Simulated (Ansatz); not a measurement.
Consider the cleavage of the Sn–Si bond: `[SiH3][SnH]([Cl])[Cl]` + H₂S → `[SH][SnH]([Cl])[Cl]` + SiH₄.

Calculated with Ansatz (gas phase, PBE0-D4/def2-TZVP geometries, no zero-point term in ΔE). CBS: MP2 limit from def2 TZ/QZ plus the TZ coupled-cluster correction, frozen cores. This one scheme is used for every species. Functionals use def2-TZVPP. B3LYP here is the variant with VWN-RPA as its local correlation; programs differ in this. Elements past krypton have def2 core potentials. For Sn outer-core shells are correlated without core-valence functions, which leaves a few kJ/mol of doubt a bond. Each species was taken in one conformer, which may not be the lowest.

`[SiH3][SnH]([Cl])[Cl]`:

Cartesian coordinates in Å:
```
Si 1.378 -0.280 -0.063
Sn -1.104 0.249 0.283
Cl -2.334 -1.509 -0.629
Cl -1.615 2.117 -1.017
H 1.704 -1.517 0.687
H 2.177 0.862 0.443
H 1.583 -0.470 -1.518
H -1.788 0.549 1.813
```

H₂S:

```xyz
3

S    -0.030    0.615   -0.064
H    -0.848   -0.395   -0.395
H     0.879   -0.221    0.459
```

`[SH][SnH]([Cl])[Cl]`:

Z-matrix (Å, degrees):
```
Sn
Cl 1 2.316
Cl 1 2.309 2 108.3
S 1 2.375 2 108.8 3 114.2
H 1 1.697 2 107.7 3 -117.9
H 4 1.345 1 92.1 2 48.3
```

SiH₄:

Cartesian coordinates in Å:
```
Si 0.000 0.000 0.000
H 1.161 -0.025 0.925
H -0.190 -1.348 -0.592
H 0.250 0.985 -1.082
H -1.221 0.388 0.750
```

(1) Is it downhill or uphill in electronic energy at CCSD(T)/CBS, and by how much? (An estimate is asked.)

(2) What do these levels give: LDA (SPW92), r2SCANh-D4, CAM-B3LYP-D4, r2SCAN, B3LYP, HF/def2-SVP, CCSD(T)/def2-SVP, CCSD/def2-TZVPP, CCSD(T)/def2-TZVPP, MP2/def2-QZVPP, SCS-MP2/def2-QZVPP, HF/CBS(def2)? (An estimate is asked.)

(3) What do rigid-rotor, harmonic-oscillator terms from PBE0-D4/def2-TZVP frequencies (298.15 K, 1 bar) make of the CCSD(T)/CBS value? (Best estimate.)

Largest T1 diagnostic among the species: 0.012.

Answers

(1) The calculation gave: Downhill: ΔE = -26.3 kJ/mol.

(2) Ansatz gave: LDA (SPW92) -16.4, r2SCANh-D4 -24.9, CAM-B3LYP-D4 -25.0, r2SCAN -25.5, B3LYP -24.5, HF/def2-SVP -28.8, CCSD(T)/def2-SVP -27.3, CCSD/def2-TZVPP -25.0, CCSD(T)/def2-TZVPP -26.2, MP2/def2-QZVPP -30.7, SCS-MP2/def2-QZVPP -31.4, HF/CBS(def2) -33.8 kJ/mol.

(3) Ansatz gave: ΔZPE = +0.6 kJ/mol, ΔH = -27.0 kJ/mol, ΔS = -12 J/(mol·K), ΔG = -23.4 kJ/mol. Modes under 50 cm⁻¹ make the entropy rough.

From BLYP to BHLYP (50 % exact exchange), in def2-TZVPP and without D4, ΔE moves by −3.4 kJ/mol. Leaving LDA and LC-ωPBE aside and taking each functional with its dispersion term where it has one, the values, not all of them listed here, spread over 10.3 kJ/mol, from B97M-V to PBE-D4. LDA lies +3.0 kJ/mol from PBE without D4.
